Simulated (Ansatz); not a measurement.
Input for Ansatz (a quantum-chemistry and plane-wave program): U-wB97X-V/def2-TZVPP on C2H6Mg (SMILES C[CH2][MgH]), a point of a bond scan (R = 0.877 Å).

Ansatz 0.2 input:
```yaml
crystal:
  periodic: [false, false, false]
  atoms:
    - {symbol: Mg, position_ang: [-0.14432861, 0.33129844, 1.39372438]}
    - {symbol: H, position_ang: [-0.33728383, 1.19048809, 2.85567801]}
    - {symbol: C, position_ang: [0.09330786, -0.71909592, -0.41423708]}
    - {symbol: C, position_ang: [0.13153769, 0.13614409, -1.69257383]}
    - {symbol: H, position_ang: [-0.55386495, -1.30804542, -0.47586320]}
    - {symbol: H, position_ang: [1.01119844, -1.31501739, -0.34578536]}
    - {symbol: H, position_ang: [0.95533042, 0.85539786, -1.67841733]}
    - {symbol: H, position_ang: [-0.78761407, 0.71382571, -1.82525708]}
    - {symbol: H, position_ang: [0.25689724, -0.46728182, -2.59877559]}
basis:
  gaussian:
    orbitals: def2-TZVPP
hamiltonian:
  xc: {name: wB97X-V}
magnetization: {spin_polarized: true, initial_magnetization: 0}
```

The head of its log:

```
WARN ansatz: RAYON_NUM_THREADS=1 ignored (pool sized by the plan → 1); use --threads N
Functional definition: wB97X-V
integrals: 0.11 GiB planned
1002 factors; their error is unknown
integrals: 0.14 GiB planned
279 factors; integrals over basis functions are off by at most 4.0e-5 eV
mean field: 1.21 GiB planned
mean field evaluation 1: about -7607.8484 eV, gradient 3.4e1 eV
mean field evaluation 2: about -7609.5292 eV, gradient 2.8e1 eV
```

### Question
Predict the final total energy.

### Answer
-279.7896 hartree.
